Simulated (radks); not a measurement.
The numbers below are computed, except where a source is named.
Tc II, configuration [Kr] 4d5 7f1 (not the ground configuration). Code: a radial shooting solver on a logarithmic mesh with Libxc functionals. Model: scalar-relativistic Kohn-Sham, BLYP, spin-polarised, spherical densities, point nucleus; open shells are filled with parallel spins first (spin-orbit coupling, left out, can overturn this in heavy ions).

Radial electron density D(r) = 4 pi r^2 rho(r):

```
   r/bohr * D(r) (the largest magnitude, 67.2, reaches the edge; | marks zero)
 0.004037 |       *
 0.004852 |          *
 0.005786 |             *
   0.0069 |                *
 0.008228 |                     *
 0.009811 |                         *
  0.01179 |                               *
  0.01406 |                                    *
  0.01677 |                                        *
  0.01999 |                                           *
  0.02403 |                                            *
  0.02866 |                                           *
  0.03417 |                                        *
  0.04075 |                                      *
  0.04859 |                                     *
  0.05841 |                                       *
  0.06965 |                                            *
  0.08305 |                                                  *
  0.09904 |                                                      *
   0.1181 |                                                     *
    0.142 |                                               *
   0.1693 |                                       *
   0.2018 |                                  *
   0.2407 |                                   *
    0.287 |                                        *
    0.345 |                                          *
   0.4114 |                                    *
   0.4905 |                         *
   0.5849 |               *
   0.6975 |          *
   0.8384 |         *
   0.9997 |         *
    1.192 |        *
    1.422 |      *
    1.695 |   *
    2.038 | *
     2.43 |*
    2.897 *
    3.455 *
    4.119 *
    4.952 *
    5.905 *
    8.396 *
    10.09 *
    12.03 *
    14.35 *
    17.11 *
     20.4 *
    29.25 *
    34.87 *
    41.58 *
    49.59 *
```

D(r) has 8 maxima, at r = 0.0240, 0.106, 0.329, 0.976, 10.0, 10.2, 18.4, 32.2 bohr, and minima at 0.0482, 0.212, 0.793, 10.1 bohr, inside which lie 2.03, 11.07, 29.19, 41.08 electrons.
